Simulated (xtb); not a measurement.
MoO₂Cl, SMILES [O]=[Mo+](=[O])[Cl], charge +1, multiplicity 1. All values are semi-empirical tight-binding results from xtb (GFN2-xTB unless named), good for trends rather than for accurate numbers. The structure is a stationary point at GFN2-xTB. The spin state was assumed, not searched. The isomer is the one that the SMILES or the coordinates give; other isomers of the formula were not compared.

Optimised geometry:

```xyz
4

Mo     0.3609     0.2406     0.0000
O      0.9080    -0.5014    -1.3591
O      0.9080    -0.5014     1.3591
Cl    -1.7462    -0.1226     0.0000
```
Charge +1, spin multiplicity 1.

For metal compounds this method's bond lengths and energies can be far off.

* **point group as xtb finds it**: Cs
* **orbital gap**: 0.59 eV
* **zero-point energy**: 4.1 kcal/mol
* **G − E(el) at 298.15 K (modified RRHO)**: -14.6 kcal/mol

Computed atomic charges and the Wiberg bond orders between heavy atoms:
charges (e) Mo1 1.18, O2 -0.26, O3 -0.26, Cl4 0.33. Bond orders Mo1–O2 2.38, Mo1–O3 2.38, Mo1–Cl4 1.87.
